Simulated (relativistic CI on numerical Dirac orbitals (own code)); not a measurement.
**Slater and spin-orbit integrals, Ga XXVII**

Calculated at this level of theory: Dirac-Coulomb-Breit CI, separate exchange-only KLI orbitals for each configuration, model QED, unscaled Slater integrals (own radial code, finite nucleus).

Slater integrals F^k, G^k are unscaled and averaged over j, outside the closed core 1s2; ζ comes from projecting the Hamiltonian with its Breit term on Σ l·s of the shell.

- 2s²2p: ζ(2p) = 174010 cm⁻¹; <r>(2p) = 0.1731, <r^2>(2p) = 0.03619 (bohr units).
- 2s2p²: F^2(2p,2p) = 551300, G^1(2s,2p) = 584070, ζ(2p) = 172590 cm⁻¹; <r>(2s) = 0.202, <r^2>(2s) = 0.0478, <r>(2p) = 0.1734, <r^2>(2p) = 0.0363 (bohr units).
- 2p³: F^2(2p,2p) = 549660, ζ(2p) = 171210 cm⁻¹; <r>(2p) = 0.1739, <r^2>(2p) = 0.03652 (bohr units).

Averages of the first 10 configurations, taken without configuration mixing, which lowers the lowest level and can move excited configurations by several eV; other configurations of the list can lie among them:

```tsv
Configuration	Parity	States	Average energy above the lowest level (eV)
2s²2p	odd	6	26.5
2s2p²	even	30	124.9
2p³	odd	20	247.0
2p²3s	even	30	1698.6
2p²3p	odd	90	1729.7
2p²3d	even	150	1757.1
2s²3s	even	2	1510.5
2s²3p	odd	6	1545.0
2s²3d	even	10	1572.6
2s2p3s	odd	24	1592.6
```
